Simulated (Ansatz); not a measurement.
Wavefunction ladder for CH4FGa, SMILES `[CH3][GaH][F]`

Cartesian coordinates in Å:
```
C 0.665 0.651 -0.042
Ga -0.686 -0.754 -0.093
F -1.540 -0.988 1.435
H 0.209 1.603 -0.328
H 1.057 0.757 0.971
H 1.484 0.450 -0.733
H -1.189 -1.718 -1.211
```

Total charge 0; spin multiplicity 1. Correlated methods include outer-core shells of Ga, which these sets cover unevenly. Scalar relativity is left out up to krypton. The structure was optimised at the PBE0-D4/def2-TZVP level. Frozen core, restricted reference, the Gaussian-basis code of Ansatz.

```json
{"basis": "def2-SVP", "HF (Eh)": "-2062.56619", "MP2 corr.": "-0.54944", "CCSD corr.": "?", "(T)": "?", "CCSD(T) total": "?"}
{"basis": "def2-TZVPP", "HF (Eh)": "-2062.98757", "MP2 corr.": "-0.66318", "CCSD corr.": "?", "(T)": "-0.02330", "CCSD(T) total": "?"}
{"basis": "def2-QZVPP", "HF (Eh)": "?", "MP2 corr.": "-0.94637", "CCSD corr.": "–", "(T)": "–", "CCSD(T) total": "–"}
```

(1) Fill in the withheld values. (An estimate is asked.)

Answers

(1) Ansatz gave: def2-SVP CCSD corr.: -0.56331; def2-SVP (T): -0.01401; def2-SVP CCSD(T) total: -2063.14351; def2-TZVPP CCSD corr.: -0.67639; def2-TZVPP CCSD(T) total: -2063.68726; def2-QZVPP HF (Eh): -2063.03510.
